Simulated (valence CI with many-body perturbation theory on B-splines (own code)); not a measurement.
**Which ion has this spectrum?**

A relativistic CI+MBPT calculation for an atom or ion with 40 electrons gives these levels (cm⁻¹):

```
J  Parity       E     g
0    even       0      
1    even  127087  1.50
4    even  167748  1.08
2    even  170108  1.25
3    even  181749  1.15
0    even  283362      
2    even  288313  1.22
4    even  293633  1.15
3    even  297819  1.16
5    even  313402  1.08
1    even  323718  1.11
6    even  324816  1.08
3    even  337322  1.09
4    even  338847  1.03
```

The energies are calculated, and their last digits are not significant.

Which is it?
A. Ir37+
B. W34+
C. Re35+
D. Ta33+

C. Re35+, ground level (4d3/2^4) J=0.
